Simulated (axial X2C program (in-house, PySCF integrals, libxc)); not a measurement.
# GaP⁻: from the spin-free to the two-component result

All values were computed with an in-house all-electron X2C program for linear molecules (integrals from PySCF). Spin-free means the one-electron spin-free X2C Hamiltonian; two-component (2c) means X2C with spin–orbit coupling and atomic mean-field two-electron Coulomb and Gaunt terms, so the difference of the two also holds small scalar two-electron terms. Basis: Ga dyall-acv3z [10s10p8d5f1g], P dyall-av3z [9s8p3d2f] (cores contracted in-house); Gaussian nuclei, density fitting, unrestricted open shells. Masses: Ga 68.926 u, P 30.974 u.

Spin-free state: M_S = 1/2, Λ = 0 (beyond evenly filled blocks: σα); fragments Ga + P-.

```csv
level,Re (Å),ωe (cm⁻¹),De (eV),μ (D)
PBE0,2.130,437.2,3.214,-4.00
```

Dipoles are positive if P is the positive end and refer to the centre of mass.

Two-component determinant lowest at the distance of the search:

Ω = 1/2 (⟨Sz⟩ = 0.50, ⟨Lz⟩ = 0.00 at PBE0); fragments Ga + P-.

```json
{"level": "PBE0", "Re (Å)": "2.130", "ωe (cm⁻¹)": "436.9", "μ (D)": "-4.00"}
```

(1) From the two tables, how do the constants change at the PBE0 level (2c against spin-free)?

The state is a single determinant with fixed occupations, the lowest that a limited PBE0 search found. Dissociation energies refer to the lowest single-determinant-based atoms at the same level and basis. De is not given where an atomic determinant may have missed its ground term or J level, or where the truncated virtual space spoils (T). Density functionals use the spin component along the axis (collinear). PBE0 can misorder states that lie within some tenths of an eV, so this need not be the ground state of the molecule. The nearest other spin-free determinant of the search, M_S = 1/2, Λ = 1, lies 0.19 eV up at the distance of the search. Without a current term, density functionals place determinants with orbital angular momentum somewhat too high. The highest occupied level of some functionals is positive through self-interaction error; at Hartree–Fock it is bound.

Results:

(1) At the PBE0 level Re is unchanged within 0.001 Å and ωe goes down by 0.3 cm⁻¹.
